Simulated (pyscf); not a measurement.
`[CH3][CH2][NH-]`, singlet

Gas-phase minimum from PySCF at ωB97X-D3(BJ)/def2-SVPD, one conformer. 

SMILES: CC[NH-]
```xyz
9

C     -0.8489    -0.1951    -0.4013
C     -0.1046     0.6569    -1.4699
N      0.9126     1.5233    -0.9821
H     -1.2598     0.4739     0.3735
H     -0.1337    -0.8751     0.0943
H     -1.6714    -0.8073    -0.8326
H      0.2129    -0.0893    -2.2639
H     -0.8903     1.2661    -1.9755
H      1.7013     0.9387    -0.6859
```
Charge -1, spin multiplicity 1.

Bonded distances (Å): C1–C2 1.556, C1–H4 1.103, C1–H5 1.104, C1–H6 1.112, C2–N3 1.422, C2–H7 1.135, C2–H8 1.115, N3–H9 1.025. Bond angles (°): C2–C1–H4 109.2, C2–C1–H5 109.6, C2–C1–H6 112.9, H4–C1–H5 107.4, H4–C1–H6 109.3, H5–C1–H6 108.3, C1–C2–N3 116.1, C1–C2–H7 104.7, C1–C2–H8 105.9, N3–C2–H7 116.1, N3–C2–H8 109.1, H7–C2–H8 103.8, C2–N3–H9 107.6.

Properties at ωB97X-D3(BJ)/def2-SVPD:

```yaml
harmonic_wavenumbers_unscaled: 265, 290, 433, 778, 846, 1022, 1049, 1140, 1258, 1325, 1330, 1348, 1437, 1439, 1466, 2661, 2901, 2955, 3060, 3102, 3432 cm⁻¹
zero_point_energy: 47.9 kcal/mol
rotational_symmetry_number: 1
Entropy of this conformer at 298 K and 1 atm, rigid rotor and harmonic oscillator, modes under 100 cm⁻¹ raised to 100: 269.1 J/(mol K)
dipole_moment: depends on origin
```

Single-point totals, which compare only within one level (frozen core for MP2 and CC):

```csv
level,total energy (hartree)
ωB97X-D3(BJ)/def2-TZVPD,-134.63812
PBE/def2-TZVPD,-134.39918
r²SCAN/def2-TZVPD,-134.48996
B3LYP-D3(BJ)/def2-TZVPD,-134.59347
PBE0-D3(BJ)/def2-TZVPD,-134.41170
M06-2X/def2-TZVPD,-134.50294
ωB97M-D3(BJ)/def2-TZVPD,-134.60748
HF/def2-TZVPPD,-133.63946
MP2/def2-TZVPPD,-134.24028
CCSD/def2-TZVPPD,-134.26624
CCSD(T)/def2-TZVPPD,-134.29356
```

The CCSD(T) − MP2 part came from Ansatz, without density fitting, on the same reference.
